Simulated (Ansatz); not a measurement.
Coupled-cluster run, `N[Si@@H](F)O[Si@@H](N)F`.

```yaml
crystal:
  periodic: [false, false, false]
  atoms:
    - {symbol: N, position_ang: [-0.778321, 1.652343, -0.480856]}
    - {symbol: Si, position_ang: [0.090904, 1.319104, 0.951174]}
    - {symbol: F, position_ang: [-1.020423, 1.085803, 2.065773]}
    - {symbol: O, position_ang: [0.990892, -0.007283, 0.724576]}
    - {symbol: Si, position_ang: [0.936434, -1.448890, -0.037761]}
    - {symbol: N, position_ang: [-0.618693, -1.676806, -0.651512]}
    - {symbol: F, position_ang: [2.070192, -1.381424, -1.161399]}
    - {symbol: H, position_ang: [-0.274033, 1.840541, -1.333750]}
    - {symbol: H, position_ang: [-1.607008, 2.224037, -0.423922]}
    - {symbol: H, position_ang: [0.986443, 2.372055, 1.462680]}
    - {symbol: H, position_ang: [1.337842, -2.547839, 0.855029]}
    - {symbol: H, position_ang: [-1.177537, -0.884581, -0.929078]}
    - {symbol: H, position_ang: [-0.936693, -2.547040, -1.040945]}
basis:
  gaussian: {orbitals: def2-TZVPP}
correlation: {method: ccsd_t}
```

```sh
$ ansatz run in.yaml --threads 2 --pin off --events-out ev --progress --plain --max-ram 32768MiB --backend cuda --devices 0, --max-vram 18GiB
```

The program prints (abridged):

```
Functional definition: HF
1943 factors; integrals over basis functions are off by at most 1.1e-3 eV
mean field evaluation 1: about -26239.1112 eV, gradient 6.3e1 eV
mean field evaluation 2: about -26239.4299 eV, gradient 6.3e1 eV
mean field evaluation 4: about -26246.4484 eV, gradient 3.9e0 eV
mean field evaluation 8: about -26246.5278 eV, gradient 3.0e-1 eV
mean field -26246.52797884 eV, -964.5421126868 hartree, gradient 2.9e-6 eV, S^2 0.000000; 0 other end points of the search recorded, 0 dependent functions left out
15 core orbitals not correlated: weight in the atoms' cores, before any rotation towards them, 1.000 or more for the frozen orbitals, at most 0.000 for the correlated occupied ones
reference -26246.52797884 eV, -964.5421126868 hartree; 22, 22 occupied and 286, 286 virtual orbitals, 1943 factors
second order -37.83690310 eV of doubles, -0.00000000 eV of singles
cycle   1  -37.79151188 eV  change    4.5e-2 eV  update   1.2e-1
cycle   2  -38.55011084 eV  change   -7.6e-1 eV  update   3.3e-2
cycle   3  -38.72583509 eV  change   -1.8e-1 eV  update   1.7e-2
cycle   4  -38.70435269 eV  change    2.1e-2 eV  update   3.4e-3
cycle   5  -38.70215870 eV  change    2.2e-3 eV  update   1.5e-3
cycle   6  -38.70333995 eV  change   -1.2e-3 eV  update   4.3e-4
cycle   7  -38.70310879 eV  change    2.3e-4 eV  update   1.5e-4
cycle   8  -38.70299784 eV  change    1.1e-4 eV  update   4.2e-5
cycle   9  -38.70300166 eV  change   -3.8e-6 eV  update   1.6e-5
perturbative correction -1.28626624 eV, -0.0472694123 hartree
Total energy: -26286.51724674 eV, -966.0116911764 hartree
```

Run time 15 s (2 threads of an AMD EPYC 7R13 on a shared host and a share of an NVIDIA H100 80 GB); peak host memory 1.3 GiB.

MP2 recovers 94.6 % of the CCSD(T) correlation energy and the triples give 3.2 %; T1 = 0.0113.
